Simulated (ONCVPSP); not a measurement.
## carbon (C): one change to an ONCV potential, before and after

```
Element                 : C (Z = 6)
Generator               : ONCVPSP 4.0.1
Type                    : optimised norm-conserving Vanderbilt (ONCV)
Functional              : PBEsol
Relativity              : scalar-relativistic
Frozen core             : none
Valence charge          : 6
Reference configuration : 1s2 2s2 2p1 (charge +1)
Partial waves           : 1s+2s: rc 0.60 bohr, ncon 3, nbas 6, qcut 21.1 1/bohr, 2 projectors; 2p: rc 1.90 bohr, ncon 4, nbas 7, qcut 7.9 1/bohr, 2 projectors, debl 3.4 Ha
Local potential         : polynomial inside 0.40 bohr (lpopt 5, dvloc0 0 Ha)
Core correction         : none
```

Change: p: qcut 9.

Cutoffs: the cutoffs (Ha) at which the residual kinetic energy of the hardest occupied pseudo-wave falls to 1 and 0.1 mHa per electron; they do not see the model core or the augmentation charge, which bear on the density cutoff. Errors are all-electron minus pseudo energies relative to the spin-unpolarised reference configuration.

Task: Predict the effect on cutoff, ghosts and configuration errors.

Result: The potential gets neither clearly harder nor softer (168 Ha and 191 Ha → 168 Ha and 191 Ha); the lowest positive-energy flag moves from p at 36.6 eV to p at 97.0 eV; of the 4 tests that both files solve, the error grows in 0 and shrinks in 4 by more than 15 % and 0.3 meV (median size 69.4 → 54.4 meV); neither file shows a bound ghost.

```tsv
quantity	base	changed
cutoff, loose	168 Ha	168 Ha
cutoff, tight	191 Ha	191 Ha
loose cutoff by channel	s 168 Ha, p 18 Ha	s 168 Ha, p 20 Ha
bound ghosts	none	none
GHOST(+) flags under 300 eV	p at 36.6 eV	p at 97.0 eV
error for 1s2 2s2 2p2, meV [ΔE -10.79 eV]	+26	+17
error for 1s2 2s2 2p0, meV [ΔE 24.02 eV]	+74	+60
error for 1s2 2s1 2p0, meV [ΔE 71.98 eV]	+188	+154
error for 1s2 2s0 2p4, meV [ΔE 6.08 eV]	+65	+48
s: phases at 0.61 bohr within 0.05 rad from the reference energy up to (Ha; the scan ends near 5)	to the end of the scan	to the end of the scan
p: phases at 1.92 bohr within 0.05 rad from the reference energy up to (Ha; the scan ends near 5)	0.2	0.9
```
